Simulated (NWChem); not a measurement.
System: CH$_{4}$SZn; SMILES [CH3][Zn][SH]

Input file for NWChem:

```
start job
memory heap 200 mb stack 900 mb global 1100 mb
geometry units angstroms
  Zn     0.127608    -0.330647    -0.000259
  C      0.164944    -2.268758    -0.000680
  H     -0.328095    -2.675817    -0.897391
  H     -0.347890    -2.676541     0.884530
  H      1.202533    -2.638617     0.010746
  S      0.112812     1.859182     0.000205
  H     -1.239053     1.910214     0.000405
end
basis spherical
  * library 3-21g
end
dft
  xc hfexch
  iterations 150
end
driver
  maxiter 120
end
task dft optimize
task dft freq
```

Excerpt of the output:

```
             Northwest Computational Chemistry Package (NWChem) 7.3.0
             --------------------------------------------------------

 C1  symmetry detected

                             Geometry "geometry" -> ""
                             -------------------------

 Output coordinates in angstroms (scale by  1.889725989 to convert to a.u.)

  No.       Tag          Charge          X              Y              Z
 ---- ---------------- ---------- -------------- -------------- --------------
    1 Zn                  30.0000     0.01406975    -0.33347679    -0.00000226
    2 C                    6.0000     0.00490264    -2.27192575    -0.00001030
    3 H                    1.0000    -0.49763712    -2.66723195    -0.89670528
    4 H                    1.0000    -0.51768642    -2.66710013     0.88521302
    5 H                    1.0000     1.03331912    -2.66656606     0.01164006
    6 S                   16.0000     0.05180870     1.85607704    -0.00000098
    7 H                    1.0000    -1.29844311     1.93952360    -0.00000266

 Effective nuclear repulsion energy (a.u.)     224.4786642421

                                Z-matrix (autoz)
                                --------

 Units are Angstrom for bonds and degrees for angles

      Type          Name      I     J     K     L     M      Value
      ----------- --------  ----- ----- ----- ----- ----- ----------
    1 Stretch                  1     2                       1.93847
    2 Stretch                  1     6                       2.18988
    3 Stretch                  2     3                       1.10131
    4 Stretch                  2     4                       1.10131
    5 Stretch                  2     5                       1.10160
    6 Stretch                  6     7                       1.35283
    7 Bend                     1     2     3               111.16779
    8 Bend                     1     2     4               111.16524
    9 Bend                     1     2     5               110.72143
   10 Bend                     1     6     7                92.54898
   11 Bend                     2     6     7                92.88541
   12 Bend                     3     2     4               108.00688
   13 Bend                     3     2     5               107.81959
   14 Bend                     4     2     5               107.81512
   15 Bend                     6     2     3               111.35260
   16 Bend                     6     2     4               111.35767
   17 Bend                     6     2     5               110.34139
   18 Torsion                  3     2     6     7          60.95252
   19 Torsion                  2     3     1     6         178.42374
   20 Torsion                  4     2     6     7         -59.66236
   21 Torsion                  2     4     1     6        -178.44358
   22 Torsion                  5     2     6     7        -179.35376
   23 Torsion                  2     5     1     6        -179.98004
   24 Torsion                  2     1     7     6        -179.99959

  xc_inp: hfexch multiplicative factor not found.

                           NWChem Geometry Optimization
                           ----------------------------

 maximum gradient threshold         (gmax) =   0.000450
 rms gradient threshold             (grms) =   0.000300
 maximum cartesian step threshold   (xmax) =   0.001800
 rms cartesian step threshold       (xrms) =   0.001200
 fixed trust radius                (trust) =   0.300000
 source of zmatrix                         =   autoz

          -------------------
          Energy Minimization
          -------------------

 Using diagonal initial Hessian
 Scaling for Hessian diagonals: bonds = 1.00  angles = 0.25  torsions = 0.10

          --------
          Step   0

                                 NWChem DFT Module
                                 -----------------

 Summary of "ao basis" -> "ao basis" (spherical)
 ------------------------------------------------------------------------------
       Tag                 Description            Shells   Functions and Types
 ---------------- ------------------------------  ------  ---------------------
 Zn                          3-21g                  11       27   5s4p2d
 C                           3-21g                   5        9   3s2p
 H                           3-21g                   2        2   2s
 S                           3-21g                   7       13   4s3p

            General Information
            -------------------
          SCF calculation type: DFT
          Wavefunction type:  closed shell.
          No. of atoms     :     7
          No. of electrons :    56
           Alpha electrons :    28
            Beta electrons :    28
          Charge           :     0
          Spin multiplicity:     1
          Use of symmetry is: off; symmetry adaption is: off
          Maximum number of iterations: 150
          AO basis - number of functions:    57
                     number of shells:    31
          Convergence on energy requested:  1.00D-06
          Convergence on density requested:  1.00D-05
          Convergence on gradient requested:  5.00D-04

              XC Information
              --------------
                     Hartree-Fock (Exact) Exchange  1.000

      Superposition of Atomic Density Guess
      -------------------------------------

 Sum of atomic energies:       -2203.93296684

      Non-variational initial energy
      ------------------------------

 Total energy =   -2204.903672
 1-e energy   =   -3524.006222
 2-e energy   =    1094.623885
 HOMO         =      -0.311931
 LUMO         =      -0.002907

   convergence    iter        energy       DeltaE   RMS-Dens  Diis-err
 ---------------- ----- ----------------- --------- --------- ---------
 d= 0,ls=0.0,diis     1  -2204.5156058375 -2.43D+03  1.25D-02  2.30D-01
 d= 0,ls=0.0,diis     2  -2204.5532467870 -3.76D-02  2.73D-03  3.07D-02
 d= 0,ls=0.0,diis     3  -2204.5570966192 -3.85D-03  1.40D-03  3.81D-03
 d= 0,ls=0.0,diis     4  -2204.5575977891 -5.01D-04  4.51D-04  1.83D-04
 d= 0,ls=0.0,diis     5  -2204.5576493376 -5.15D-05  1.89D-04  2.84D-05
  Resetting Diis
 d= 0,ls=0.0,diis     6  -2204.5576558972 -6.56D-06  3.61D-05  6.54D-07
 d= 0,ls=0.0,diis     7  -2204.5576561429 -2.46D-07  5.92D-06  6.57D-08

         Total DFT energy =    -2204.557656142886
      One electron energy =    -3523.165902719652
           Coulomb energy =     1195.429727150813
    Exchange-Corr. energy =     -101.300144816194
 Nuclear repulsion energy =      224.478664242147

 Numeric. integr. density =        0.000000000000

                       DFT Final Molecular Orbital Analysis
                       ------------------------------------

 Vector   26  Occ=2.000000D+00  E=-4.345262D-01
              MO Center=  9.3D-03,  1.5D-01, -7.5D-06, r^2= 4.6D+00
   Bfn.  Coefficient  Atom+Function         Bfn.  Coefficient  Atom+Function
  ----- ------------  ---------------      ----- ------------  ---------------
    10      0.421296  1 Zn s                 50     -0.293523  6 S  py
    35      0.252321  2 C  py                54     -0.248581  6 S  py
    52     -0.226918  6 S  s                 31      0.222074  2 C  py
     6     -0.196689  1 Zn s                 46      0.141883  6 S  py
    49     -0.125146  6 S  px                48     -0.123683  6 S  s

 Vector   27  Occ=2.000000D+00  E=-3.803984D-01
              MO Center=  4.5D-02, -1.3D-01, -1.6D-05, r^2= 5.3D+00
   Bfn.  Coefficient  Atom+Function         Bfn.  Coefficient  Atom+Function
  ----- ------------  ---------------      ----- ------------  ---------------
    50     -0.357157  6 S  py                12      0.335691  1 Zn py
    54     -0.305374  6 S  py                35     -0.303462  2 C  py
    31     -0.286951  2 C  py                46      0.171825  6 S  py
     8     -0.137932  1 Zn py                52     -0.113413  6 S  s
    10     -0.086714  1 Zn s                 33     -0.083660  2 C  s

 Vector   28  Occ=2.000000D+00  E=-3.658294D-01
              MO Center=  5.0D-02,  1.8D+00, -1.2D-05, r^2= 1.7D+00
   Bfn.  Coefficient  Atom+Function         Bfn.  Coefficient  Atom+Function
  ----- ------------  ---------------      ----- ------------  ---------------
    55      0.561252  6 S  pz                51      0.523025  6 S  pz
    47     -0.250440  6 S  pz                13      0.089641  1 Zn pz
    19     -0.057482  1 Zn d -1              24     -0.050484  1 Zn d -1
    17      0.038738  1 Zn pz                 9     -0.036306  1 Zn pz

 Vector   29  Occ=0.000000D+00  E= 6.583411D-02
              MO Center= -1.2D+00, -3.0D-01, -5.5D-04, r^2= 6.2D+00
   Bfn.  Coefficient  Atom+Function         Bfn.  Coefficient  Atom+Function
  ----- ------------  ---------------      ----- ------------  ---------------
    15      0.873757  1 Zn px                14     -0.785747  1 Zn s
    52      0.205069  6 S  s                 10      0.195245  1 Zn s
    54     -0.173073  6 S  py                33      0.166013  2 C  s
    42     -0.164723  5 H  s                 53     -0.152211  6 S  px
    11      0.121420  1 Zn px                57      0.118198  7 H  s

[...]

      ----------------------
      Optimization converged
      ----------------------

  Step       Energy      Delta E   Gmax     Grms     Xrms     Xmax
  ---- ---------------- -------- -------- -------- -------- --------
@   15   -2204.56296786 -6.8D-09  0.00002  0.00000  0.00029  0.00080
                                     ok       ok       ok       ok

                                Z-matrix (autoz)
                                --------

 Units are Angstrom for bonds and degrees for angles

      Type          Name      I     J     K     L     M      Value     Gradient
      ----------- --------  ----- ----- ----- ----- ----- ---------- ----------
    1 Stretch                  1     2                       1.91629   -0.00002
    2 Stretch                  1     6                       2.30451   -0.00000
    3 Stretch                  2     3                       1.08555   -0.00000
    4 Stretch                  2     4                       1.08555   -0.00000
    5 Stretch                  2     5                       1.08664    0.00000
    6 Stretch                  6     7                       1.35334    0.00000
    7 Bend                     1     2     3               112.31096    0.00000
    8 Bend                     1     2     4               112.32451   -0.00000
    9 Bend                     1     2     5               110.24098    0.00000
   10 Bend                     1     6     7               103.57357   -0.00000
   11 Bend                     2     6     7               107.57091   -0.00000
   12 Bend                     3     2     4               107.28726   -0.00000
   13 Bend                     3     2     5               107.20344    0.00000
   14 Bend                     4     2     5               107.19772    0.00000
   15 Bend                     6     2     3               114.57301    0.00000
   16 Bend                     6     2     4               114.66291    0.00000
   17 Bend                     6     2     5               105.43223    0.00000
   18 Torsion                  3     2     6     7          63.05364   -0.00000
   19 Torsion                  2     3     1     6         157.49548    0.00000
   20 Torsion                  4     2     6     7         -61.66282    0.00000
   21 Torsion                  2     4     1     6        -157.55864   -0.00000
   22 Torsion                  5     2     6     7        -179.32586    0.00000
   23 Torsion                  2     5     1     6        -179.85480    0.00000
   24 Torsion                  2     1     7     6         179.91457    0.00000

                         Geometry "geometry" -> "geometry"
                         ---------------------------------

 Output coordinates in angstroms (scale by  1.889725989 to convert to a.u.)

  No.       Tag          Charge          X              Y              Z
 ---- ---------------- ---------- -------------- -------------- --------------
    1 Zn                  30.0000    -0.14314934    -0.42657333    -0.00051175
    2 C                    6.0000     0.01097596    -2.33665687    -0.00005695
    3 H                    1.0000    -0.43838516    -2.78657403    -0.87986309
    4 H                    1.0000    -0.45838462    -2.78801096     0.86850334
    5 H                    1.0000     1.05737393    -2.62938443     0.01173592
    6 S                   16.0000     0.02535017     1.87177010    -0.00016439
    7 H                    1.0000    -1.26344737     2.28472949     0.00048852

 Effective nuclear repulsion energy (a.u.)     218.5451707817

                Final and change from initial internal coordinates
                --------------------------------------------------

                                Z-matrix (autoz)
                                --------

 Units are Angstrom for bonds and degrees for angles

[...]

 Rotational Constants
 --------------------
 A=   3.228070 cm-1  (  4.644370 K)
 B=   0.077119 cm-1  (  0.110955 K)
 C=   0.076371 cm-1  (  0.109879 K)

 Temperature                      =   298.15K
 frequency scaling parameter      =   1.0000

 Zero-Point correction to Energy  =   28.678 kcal/mol  (  0.045701 au)
 Thermal correction to Energy     =   32.676 kcal/mol  (  0.052073 au)
 Thermal correction to Enthalpy   =   33.268 kcal/mol  (  0.053016 au)

 Total Entropy                    =   85.421 cal/mol-K
   - Translational                =   40.036 cal/mol-K (mol. weight = 111.9325)
   - Rotational                   =   23.944 cal/mol-K (symmetry #  =        1)
   - Vibrational                  =   21.441 cal/mol-K

 Cv (constant volume heat capacity) =   17.233 cal/mol-K
   - Translational                  =    2.979 cal/mol-K
   - Rotational                     =    2.979 cal/mol-K
   - Vibrational                    =   11.274 cal/mol-K

[normal modes left out]

 ----------------------------------------------------------------------------
 Normal Eigenvalue ||           Projected Infra Red Intensities
  Mode   [cm**-1]  || [atomic units] [(debye/angs)**2] [(KM/mol)] [arbitrary]
 ------ ---------- || -------------- ----------------- ---------- -----------
    1       -0.000 ||    0.000566           0.013         0.552       0.317
    2       -0.000 ||    0.001486           0.034         1.449       0.831
    3       -0.000 ||    0.000518           0.012         0.505       0.290
    4        0.000 ||    0.000001           0.000         0.001       0.000
    5        0.000 ||    0.003513           0.081         3.425       1.966
    6        0.000 ||    0.021581           0.498        21.039      12.074
    7       11.654 ||    0.031218           0.720        30.432      17.465
    8       27.075 ||    0.003512           0.081         3.424       1.965
    9       44.088 ||    0.015575           0.359        15.184       8.714
   10      342.958 ||    0.023716           0.547        23.119      13.268
   11      578.925 ||    0.026866           0.620        26.191      15.031
   12      604.498 ||    0.012086           0.279        11.782       6.762
   13      757.780 ||    0.072926           1.682        71.092      40.800
   14      761.715 ||    0.073089           1.686        71.251      40.891
   15     1421.121 ||    0.009180           0.212         8.949       5.136
   16     1610.362 ||    0.002425           0.056         2.364       1.357
   17     1612.208 ||    0.002722           0.063         2.654       1.523
   18     2629.339 ||    0.023901           0.551        23.300      13.372
   19     3182.281 ||    0.018637           0.430        18.169      10.427
   20     3239.702 ||    0.015531           0.358        15.140       8.689
   21     3246.126 ||    0.016302           0.376        15.892       9.121
 ----------------------------------------------------------------------------
```

Level: Hartree-Fock/3-21G.
